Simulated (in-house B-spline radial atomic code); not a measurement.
A fraction x of an electron is moved 5p → 6s in Er II (Er+), starting from [Xe] 4f12 6s1 and keeping the highest spin. Computed with an all-electron radial atomic-structure program (B-spline basis): scalar-relativistic (X2C) PBEsol, spin-polarised, spherical fractional occupations, Fermi nucleus of rms radius 5.2516 fm.

```csv
x,E(x) - E(0) (eV),5p down level (eV),6s down level (eV)
0,0.0000,-32.661,-
0.125,3.0429,-33.212,-8.742
0.25,?,?,?
0.375,9.2286,-34.297,-9.288
0.5,12.3710,-34.831,-9.561
0.625,15.5461,-35.358,-9.827
0.75,18.7540,-35.880,-10.084
0.875,?,?,?
1,25.2697,-36.905,-10.574
```

(1) What belongs in the row x = 0.25?

(2) What belongs in the row x = 0.875?

(3) Check Janak's theorem between x = 0.375 and 0.5.

Results:

(1) An energy change of 6.1189 eV; 5p down at -33.757 eV, 6s down at -9.013 eV.

(2) An energy change of 21.9951 eV; 5p down at -36.395 eV, 6s down at -10.333 eV.

(3) The slope of the energy is 25.14 eV; the orbital levels give 25.14 eV (ε of the receiving orbital less ε of the emptying one, averaged over the two points).
